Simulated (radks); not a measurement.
Neutral silicon inside a hard spherical wall (all orbitals vanish at R), configuration held at [Ne] 3s2 3p2 and not refilled when levels cross. Method: non-relativistic Kohn-Sham, LDA (Slater exchange, Perdew-Wang correlation), spin-polarised, spherical densities, point nucleus; open shells are filled with parallel spins first; computed with a radial shooting solver on a logarithmic mesh with Libxc functionals. Eigenvalues in eV for spin up, with the zero of energy where the potential of the charges vanishes at infinity; a dash marks a level that is unbound or too diffuse for the functional's potential to be trusted. A positive occupied level is held by the wall or, in an anion where self-interaction has pushed it up, behind a barrier. The pressure on the wall is -dE/dV.

R (bohr) = free: E (hartree) -288.21781; kinetic (hartree) 287.517; e(2s) -137.95; e(2p) -95.519; e(3s) -11.333; e(3p) -4.624; e(4s, empty) -0.402; e(4p, empty) -; pressure (GPa) 0
R (bohr) = 20: E (hartree) -288.21781; kinetic (hartree) 287.517; e(2s) -137.95; e(2p) -95.519; e(3s) -11.333; e(3p) -4.624; e(4s, empty) -0.388; e(4p, empty) 0.371; pressure (GPa) < 0.0001
R (bohr) = 15: E (hartree) -288.21781; kinetic (hartree) 287.517; e(2s) -137.95; e(2p) -95.519; e(3s) -11.333; e(3p) -4.624; e(4s, empty) -0.316; e(4p, empty) 0.677; pressure (GPa) < 0.0001
R (bohr) = 10: E (hartree) -288.21758; kinetic (hartree) 287.519; e(2s) -137.92; e(2p) -95.490; e(3s) -11.312; e(3p) -4.603; e(4s, empty) 0.313; e(4p, empty) 2.048; pressure (GPa) 0.00647
R (bohr) = 7: E (hartree) -288.20987; kinetic (hartree) 287.573; e(2s) -137.46; e(2p) -95.028; e(3s) -11.006; e(3p) -4.252; e(4s, empty) 3.119; e(4p, empty) 6.299; pressure (GPa) 0.450
R (bohr) = 5: E (hartree) -288.12649; kinetic (hartree) 287.999; e(2s) -134.99; e(2p) -92.547; e(3s) -9.380; e(3p) -2.205; e(4s, empty) 12.761; e(4p, empty) 18.102; pressure (GPa) 10.9
R (bohr) = 3.5: E (hartree) -287.54612; kinetic (hartree) 290.131; e(2s) -126.89; e(2p) -84.392; e(3s) -2.600; e(3p) 6.216; e(4s, empty) 44.107; e(4p, empty) 51.838; pressure (GPa) 181
R (bohr) = 3: E (hartree) -286.83413; kinetic (hartree) 292.289; e(2s) -120.91; e(2p) -78.361; e(3s) 4.216; e(3p) 14.254; e(4s, empty) 71.383; e(4p, empty) 79.563; pressure (GPa) 536
R (bohr) = 2.5: E (hartree) -285.21192; kinetic (hartree) 296.672; e(2s) -111.60; e(2p) -68.914; e(3s) 18.443; e(3p) 30.193; e(4s, empty) 122.31; e(4p, empty) 129.52; pressure (GPa) 1830
R (bohr) = 2: E (hartree) -281.08120; kinetic (hartree) 306.817; e(2s) -96.109; e(2p) -52.940; e(3s) 52.493; e(3p) 65.805; e(4s, empty) 228.34; e(4p, empty) 229.47; pressure (GPa) 7760
R (bohr) = 1.5: E (hartree) -268.32555; kinetic (hartree) 335.798; e(2s) -64.633; e(2p) -19.390; e(3s) 151.53; e(3p) 160.68; e(4s, empty) 490.60; e(4p, empty) 465.55; pressure (GPa) 47400
